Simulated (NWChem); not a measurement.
Everything below was run with NWChem. System: H2ClNSi, charge 0, spin multiplicity 1, at a geometry optimised with PBE/def2-SVP. The structure started from a generated list of species. Level: B3LYP/def2-QZVP, VWN1-RPA local correlation.

NWChem printed:

```
             Northwest Computational Chemistry Package (NWChem) 7.3.0
             --------------------------------------------------------

                                NWChem Input Module
                                -------------------

 Scaling coordinates for geometry "geometry" by  1.889725989
 (inverse scale =  0.529177249)

 Turning off AUTOSYM since
 SYMMETRY directive was detected!

                             Geometry "geometry" -> ""
                             -------------------------

 Output coordinates in angstroms (scale by  1.889725989 to convert to a.u.)

  No.       Tag          Charge          X              Y              Z
 ---- ---------------- ---------- -------------- -------------- --------------
    1 Si                  14.0000     0.30253100     0.89567600     0.00000000
    2 Cl                  17.0000    -1.19831700    -0.62450600     0.00000000
    3 N                    7.0000     1.68879000    -0.14191500     0.00000000
    4 H                    1.0000     1.67383300    -1.16815200     0.00000000
    5 H                    1.0000     2.64058100     0.23868600     0.00000000

 Effective nuclear repulsion energy (a.u.)     129.3556289526

            Nuclear Dipole moment (a.u.)
            ----------------------------
        X                 Y               Z
 ---------------- ---------------- ----------------
    -0.0000207870    -0.0000170075     0.0000000000

      Symmetry information
      --------------------

 Group name             Cs
 Group number              2
 Group order               2
 No. of unique centers     5

      Symmetry unique atoms

     1    2    3    4    5


 Summary of "ao basis" -> "" (spherical)
 ------------------------------------------------------------------------------
       Tag                 Description            Shells   Functions and Types
 ---------------- ------------------------------  ------  ---------------------
 *                         def2-qzvp                  on all atoms

                                 NWChem DFT Module
                                 -----------------

 Summary of "ao basis" -> "ao basis" (spherical)
 ------------------------------------------------------------------------------
       Tag                 Description            Shells   Functions and Types
 ---------------- ------------------------------  ------  ---------------------
 Si                        def2-qzvp                22       70   9s6p4d2f1g
[...]
 Vector   19  Occ=2.000000D+00  E=-3.004619D-01  Symmetry=a"
              MO Center=  8.1D-01, -2.2D-01,  1.2D-16, r^2= 2.8D+00
   Bfn.  Coefficient  Atom+Function         Bfn.  Coefficient  Atom+Function
  ----- ------------  ---------------      ----- ------------  ---------------
   150      0.258072  3 N  pz               156     -0.250149  3 N  pz
   153     -0.246004  3 N  pz                94      0.233428  2 Cl pz
    91      0.217726  2 Cl pz               159     -0.175520  3 N  pz
    82     -0.153967  2 Cl pz                97      0.117942  2 Cl pz
    88      0.087090  2 Cl pz                21     -0.075898  1 Si pz

 Vector   20  Occ=2.000000D+00  E=-2.616403D-01  Symmetry=a'
              MO Center=  7.0D-02,  8.8D-01, -2.6D-14, r^2= 3.1D+00
   Bfn.  Coefficient  Atom+Function         Bfn.  Coefficient  Atom+Function
  ----- ------------  ---------------      ----- ------------  ---------------
     8      0.434256  1 Si s                  9      0.362324  1 Si s
    93     -0.229914  2 Cl py                20      0.216985  1 Si py
    90     -0.203064  2 Cl py                23      0.199355  1 Si py
   147     -0.172045  3 N  s                  7      0.166012  1 Si s
     6     -0.146577  1 Si s                  5     -0.143302  1 Si s

 Vector   21  Occ=0.000000D+00  E=-7.026138D-02  Symmetry=a"
              MO Center=  2.8D-01,  8.6D-01,  2.7D-15, r^2= 3.3D+00
   Bfn.  Coefficient  Atom+Function         Bfn.  Coefficient  Atom+Function
  ----- ------------  ---------------      ----- ------------  ---------------
    24      0.485713  1 Si pz                27      0.439389  1 Si pz
    21      0.293476  1 Si pz               159     -0.239296  3 N  pz
    12     -0.196573  1 Si pz                97     -0.172817  2 Cl pz
   153     -0.131240  3 N  pz               150      0.129198  3 N  pz
    91     -0.119751  2 Cl pz               156     -0.107521  3 N  pz

 Vector   22  Occ=0.000000D+00  E=-1.211645D-02  Symmetry=a'
              MO Center=  9.3D-01,  8.0D-01, -2.9D-15, r^2= 6.0D+00
   Bfn.  Coefficient  Atom+Function         Bfn.  Coefficient  Atom+Function
  ----- ------------  ---------------      ----- ------------  ---------------
   147      1.226741  3 N  s                 25     -0.638479  1 Si px
   231     -0.489535  5 H  s                 22     -0.393993  1 Si px
   201     -0.384263  4 H  s                 79     -0.370175  2 Cl s
   230     -0.342554  5 H  s                157      0.329320  3 N  px
    26     -0.276629  1 Si py                19     -0.235937  1 Si px

 Vector   23  Occ=0.000000D+00  E= 1.169275D-02  Symmetry=a'
              MO Center=  1.2D+00, -6.6D-02, -8.6D-15, r^2= 7.4D+00
   Bfn.  Coefficient  Atom+Function         Bfn.  Coefficient  Atom+Function
  ----- ------------  ---------------      ----- ------------  ---------------
   147      1.292090  3 N  s                 79      0.934210  2 Cl s
   231     -0.928394  5 H  s                 26      0.590522  1 Si py
   201     -0.584948  4 H  s                 23      0.544467  1 Si py
     9     -0.470852  1 Si s                  8     -0.442037  1 Si s
    95      0.408430  2 Cl px                25      0.331248  1 Si px

 center of mass
 --------------
 x =  -0.13026927 y =   0.00708423 z =   0.00000000

 moments of inertia (a.u.)
 ------------------
         134.971206119954        -103.843093500937           0.000000000000
        -103.843093500937         364.916799525005           0.000000000000
           0.000000000000           0.000000000000         499.888005644959

     Multipole analysis of the density
     ---------------------------------

     L   x y z        total         alpha         beta         nuclear
     -   - - -        -----         -----         ----         -------
     0   0 0 0     -0.000000    -20.000000    -20.000000     40.000000

     1   1 0 0      1.056211      0.528116      0.528116     -0.000021
     1   0 1 0      0.000626      0.000321      0.000321     -0.000017
     1   0 0 1     -0.000000     -0.000000     -0.000000      0.000000

     2   2 0 0    -21.337383   -109.642879   -109.642879    197.948374
     2   1 1 0     -0.772502    -24.514071    -24.514071     48.255639
     2   1 0 1     -0.000000     -0.000000     -0.000000      0.000000
     2   0 2 0    -24.352521    -46.858362    -46.858362     69.364202
     2   0 1 1      0.000000      0.000000      0.000000      0.000000
     2   0 0 2    -24.218550    -12.109275    -12.109275      0.000000

 Task  times  cpu:      263.7s     wall:      263.7s

 Total times  cpu:      263.7s     wall:      263.7s
```

Q: Write an NWChem input that would produce this output.

A: One answer among several that fit: 
```
start mol
memory heap 200 mb stack 900 mb global 1100 mb
geometry units angstroms nocenter noautoz
  Si     0.302531     0.895676     0.000000
  Cl    -1.198317    -0.624506     0.000000
  N      1.688790    -0.141915     0.000000
  H      1.673833    -1.168152     0.000000
  H      2.640581     0.238686     0.000000
  symmetry group Cs
end
basis spherical
  * library def2-qzvp
end
dft
  xc b3lyp
  semidirect memsize 60000000 filesize 0
  iterations 100
end
task dft energy
```
